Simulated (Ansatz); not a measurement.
A structure relaxed at PBE0-D4/def2-TZVP, charge 0, multiplicity 1:

Cartesian coordinates in Å:
```
C -0.206 1.709 1.141
C 0.735 1.594 0.197
Al 0.926 -0.011 -0.866
Si -0.560 -1.956 -0.565
Cl -1.997 -1.689 0.917
H -0.909 0.908 1.356
H -0.321 2.607 1.746
H 1.393 2.451 0.056
H 2.054 -0.138 -1.980
H 0.194 -3.186 -0.191
H -1.309 -2.288 -1.811
```

(1) Give its formula and SMILES.

(2) Point group (tolerance 0.08 Å, 0.16 Å for H)?

(3) Summarise the bond lengths by kind.

## Answers

(1) C2H6AlClSi, `C=[CH][AlH][SiH2]Cl`.

(2) Cs.

(3) 1 × C–C 1.338 Å; 3 × C–H 1.087 to 1.091 Å; 1 × Al–C 1.935 Å; 1 × Al–Si 2.466 Å; 1 × Al–H 1.591 Å; 1 × Cl–Si 2.081 Å; 2 × H–Si 1.490 Å.

All numbers were calculated with Ansatz.
